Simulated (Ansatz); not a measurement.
Relaxation of the cluster Nb6⁻ with UKS PBE-D4/def2-SVPD.

```sh
$ ansatz run in.yaml --threads 4 --pin off --events-out ev --progress --plain --max-ram 4787MiB
```

```yaml
crystal:
  periodic: [false, false, false]
  atoms:
    - {symbol: Nb, position_ang: [-0.047670, 2.169640, -0.759180]}
    - {symbol: Nb, position_ang: [1.183780, 1.380400, 1.448940]}
    - {symbol: Nb, position_ang: [-1.196440, 0.006950, 0.419860]}
    - {symbol: Nb, position_ang: [-0.110140, -2.215900, -0.656720]}
    - {symbol: Nb, position_ang: [-0.648670, -0.116460, -2.217410]}
    - {symbol: Nb, position_ang: [0.819140, -1.224630, 1.764510]}
basis:
  gaussian: {orbitals: def2-SVPD}
total_charge: -1
magnetization: {spin_polarized: true, initial_magnetization: 1}
hamiltonian: {xc: pbe, dispersion: d4}
scf: {lower_state_search: "off"}
output: {orbitals: {seedname: orbitals}}
relax: {f_tol: 0.02, max_steps: 100}
```

Hardware: 4 threads of Arm Neoverse V1 on a shared host. Wall time 3.5 min, peak host memory 0.7 GiB.

Positions (Å) and forces (eV/Å) at steps 1, 2, 3, 4, 5, 6, 7, 8, 9, 10, 11, 12, 13, 15 of 15:

```xyz
6
step=1 energy=-9301.0996 eV
Nb   -0.048    2.170   -0.759    0.099   -1.749    1.652
Nb    1.184    1.380    1.449   -1.137   -1.788   -2.084
Nb   -1.196    0.007    0.420    1.594   -0.207   -0.714
Nb   -0.110   -2.216   -0.657    0.227    2.170    0.645
Nb   -0.649   -0.116   -2.217    0.446   -0.232    2.048
Nb    0.819   -1.225    1.765   -1.229    1.806   -1.547
6
step=2 energy=-9302.4450 eV
Nb   -0.049    2.063   -0.666   -0.102    0.113    0.906
Nb    1.124    1.261    1.307    0.835   -0.703   -1.599
Nb   -1.126    0.004    0.394   -1.740    0.203    0.218
Nb   -0.076   -2.083   -0.611    0.840    0.318   -0.549
Nb   -0.610   -0.121   -2.092    0.558   -0.335    0.421
Nb    0.737   -1.124    1.668   -0.390    0.404    0.603
6
step=3 energy=-9303.1543 eV
Nb   -0.113    2.073   -0.612   -0.170    0.046    0.371
Nb    1.219    1.175    1.158    0.166   -0.924   -1.447
Nb   -1.194   -0.002    0.399   -1.232    0.656    0.696
Nb    0.004   -2.031   -0.609    0.954    0.384   -0.358
Nb   -0.562   -0.112   -2.053    0.579   -0.156    0.260
Nb    0.646   -1.103    1.717   -0.298   -0.006    0.478
6
step=4 energy=-9303.6908 eV
Nb   -0.164    2.087   -0.595   -0.040   -0.201    0.190
Nb    1.259    1.064    1.003   -0.014   -0.661   -0.844
Nb   -1.257    0.026    0.439   -0.848    0.394    0.544
Nb    0.103   -1.962   -0.607    0.682    0.326    0.227
Nb   -0.514   -0.099   -2.010    0.391    0.118    0.040
Nb    0.573   -1.116    1.770   -0.171    0.024   -0.157
6
step=5 energy=-9304.0861 eV
Nb   -0.201    2.071   -0.576   -0.428    0.857   -0.178
Nb    1.291    0.949    0.851   -0.419   -0.857   -0.688
Nb   -1.351    0.057    0.490    0.401    0.483    0.676
Nb    0.208   -1.878   -0.580    0.662   -0.106   -0.184
Nb   -0.459   -0.079   -1.966    0.454   -0.365    0.791
Nb    0.511   -1.120    1.781   -0.669   -0.013   -0.417
6
step=6 energy=-9304.5491 eV
Nb   -0.256    2.125   -0.572   -0.515    0.322    0.216
Nb    1.270    0.839    0.690    0.118   -0.289   -0.551
Nb   -1.383    0.121    0.556    0.497    0.191    0.288
Nb    0.309   -1.866   -0.568    0.217    0.060    0.069
Nb   -0.379   -0.076   -1.870    0.297   -0.191   -0.043
Nb    0.438   -1.143    1.765   -0.612   -0.093    0.021
6
step=7 energy=-9304.6803 eV
Nb   -0.333    2.162   -0.537   -0.120   -0.306    0.004
Nb    1.273    0.733    0.527    0.471    0.295    0.040
Nb   -1.384    0.164    0.606   -0.039   -0.120    0.376
Nb    0.383   -1.833   -0.545    0.053   -0.482    0.197
Nb   -0.295   -0.071   -1.826   -0.101    0.592   -0.908
Nb    0.356   -1.154    1.776   -0.264    0.022    0.290
6
step=8 energy=-9304.7268 eV
Nb   -0.345    2.138   -0.535   -0.105   -0.181   -0.047
Nb    1.295    0.735    0.527   -0.100    0.061   -0.058
Nb   -1.388    0.163    0.629    0.327   -0.037    0.180
Nb    0.386   -1.826   -0.547   -0.044   -0.267    0.018
Nb   -0.288   -0.061   -1.862    0.069    0.371   -0.279
Nb    0.340   -1.149    1.787   -0.148    0.053    0.186
6
step=9 energy=-9304.7369 eV
Nb   -0.466    2.083   -0.587    0.217   -0.264    0.359
Nb    1.285    0.711    0.460   -0.095   -0.191    0.182
Nb   -1.346    0.221    0.802   -0.246    0.017   -0.369
Nb    0.331   -1.836   -0.578   -0.046    0.168    0.079
Nb   -0.103   -0.001   -1.907   -0.160   -0.089   -0.120
Nb    0.300   -1.177    1.810    0.331    0.359   -0.131
6
step=10 energy=-9304.6151 eV rejected
Nb   -0.398    2.109   -0.466   -0.056   -0.260   -0.727
Nb    1.293    0.672    0.480    0.438    0.460    0.019
Nb   -1.356    0.123    0.630   -0.576    0.393    0.265
Nb    0.326   -1.869   -0.559   -0.098    0.893   -0.248
Nb   -0.208    0.007   -1.945    0.201   -0.446    0.732
Nb    0.343   -1.042    1.860    0.091   -1.040   -0.041
6
step=11 energy=-9304.7900 eV
Nb   -0.430    2.078   -0.551    0.004   -0.182    0.018
Nb    1.297    0.700    0.499   -0.236   -0.019    0.101
Nb   -1.374    0.188    0.713    0.265    0.108    0.018
Nb    0.310   -1.823   -0.573   -0.001   -0.009    0.063
Nb   -0.153   -0.008   -1.915   -0.023    0.065   -0.094
Nb    0.351   -1.135    1.828   -0.010    0.037   -0.106
6
step=12 energy=-9304.7950 eV
Nb   -0.436    2.063   -0.563    0.014   -0.049    0.076
Nb    1.289    0.707    0.518   -0.100   -0.060   -0.023
Nb   -1.365    0.202    0.724    0.108   -0.013   -0.045
Nb    0.302   -1.823   -0.572   -0.013    0.061   -0.057
Nb   -0.148   -0.005   -1.926    0.009   -0.045    0.047
Nb    0.359   -1.145    1.820   -0.018    0.107    0.001
6
step=13 energy=-9304.7964 eV
Nb   -0.435    2.062   -0.556    0.002   -0.014   -0.005
Nb    1.287    0.701    0.513    0.015    0.022    0.023
Nb   -1.362    0.197    0.718   -0.019    0.016    0.026
Nb    0.301   -1.820   -0.575    0.000   -0.005   -0.014
Nb   -0.149   -0.005   -1.926    0.002   -0.014   -0.015
Nb    0.357   -1.136    1.825    0.000   -0.005   -0.015
6
step=15 energy=-9304.7965 eV
Nb   -0.434    2.061   -0.557   -0.001   -0.004   -0.002
Nb    1.287    0.703    0.517   -0.007   -0.002   -0.005
Nb   -1.362    0.200    0.722    0.009   -0.001   -0.004
Nb    0.301   -1.821   -0.577   -0.003    0.013    0.002
Nb   -0.149   -0.007   -1.928    0.003   -0.003    0.013
Nb    0.358   -1.136    1.824   -0.002   -0.003   -0.005
```

In the def2 sets Nb takes a core potential; there is no spin–orbit coupling. The highest occupied level of the charge -1 doublet lies above zero (up to 0.21 eV). It is a level of β spin, whose loss leaves a triplet; that state wasn't run at this geometry and level. The electron is either unbound and held by the finite basis, or the level is raised by self-interaction error. The relaxation made no stability test and no search for a lower SCF solution. No other spin state of charge -1 was run. The structure comes from a short search, and lower isomers may exist.
